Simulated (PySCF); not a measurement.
**V: excitation energy**

V [Ar] 3d3 4s2 (4F) → V [Ar] 3d3 4s1 4p1 (high-spin determinant), as a difference of total energies. All numbers are calculated (PySCF 2.14, scalar relativity by spin-free X2C-1e, in x2c-QZVPPall). Correlated levels: valence: [Ar] frozen. The calculations carry no spin-orbit coupling.

```
           method  excitation energy (cm⁻¹)
              UHF                    8395.2
    MP2 (valence)                     14522
SCS-MP2 (valence)                     16820
   CCSD (valence)                     15836
CCSD(T) (valence)                     16263
```

The basis was made for the ground configuration and has no added diffuse functions, so the excitation energy can come out too high.

The determinant of the upper state mixes LS terms, which raises its energy above the lowest term, most at the Hartree-Fock and MP2 levels.
